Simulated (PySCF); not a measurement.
## Complete the spectrum of C9HN

Compound: C9HN.
SMILES: `C#CC#CC#CC#CC#N`

Theory: TDDFT wB97X-D/def2-SVPD, vertical, gas phase, core orbitals frozen in the response (PySCF 2.14.0, density-fitted response routines). Geometry: GFN2-xTB; no solvent, vibrations or thermal averaging.

Lowest singlets, with some entries withheld (?). The highest level found (5.95 eV, f 0.0000 so far) is left out, since the window may have cut off a degenerate partner. Orbitals of the list HOMO-3 to LUMO+2 that lie within 0.01 eV of each other are written together with a slash and their weights summed (≥ marks a lower bound); for degenerate orbitals outside that list single weights are arbitrary.

| state | E (eV) | f | main configurations (H = HOMO, L = LUMO) |
| --- | --- | --- | --- |
| S1 | 2.88 | 0.0000 | H-1/H→L/L+1 (≥82%) |
| S2 | ? | ? | H-1/H→L/L+1 (≥93%) |
| S3 | ? | ? | H-1/H→L/L+1 (≥93%) |
| S4 | 4.49 | 0.0000 | H-3/H-2→L/L+1 (≥62%), H-1/H→L+2 (≥13%) |
| S5 | 4.70 | ? | H-3/H-2→L/L+1 (≥67%), H-1/H→L+3 (≥14%) |
| S6 | 4.71 | ? | H-3/H-2→L/L+1 (≥67%), H-1/H→L+3 (≥14%) |
| S7 | ? | ? | ? |

(1) Supply the missing values.

(2) Which level carries the most intensity, and what share of the listed sum of f?

(3) How far apart are S1 and S4, in eV and cm⁻¹?

(4) Where do the lowest triplets lie (Tamm–Dancoff)?

Answers

(1) 
- S2: E = 3.02 eV; f = 0.0000
- S3: E = 3.02 eV; f = 0.0000
- S5: f = 0.0000
- S6: f = 0.0000
- S7: E = 5.51 eV; f = 4.771; H-1/H→L/L+1 (≥85%)

(2) S7, with f = 4.771 of 4.771, 100%.

(3) 4.494 − 2.883 = 1.611 eV, or about 12990 cm⁻¹.

(4) T1 2.36 eV, H-1/H→L/L+1 (≥78%); T2 2.68 eV, H-1/H→L/L+1 (≥91%); T3 2.68 eV, H-1/H→L/L+1 (≥91%). E(S1) − E(T1) = +0.52 eV.

The run took 34 s of wall time on an Arm Neoverse V2 with one thread, no GPU (shared host).
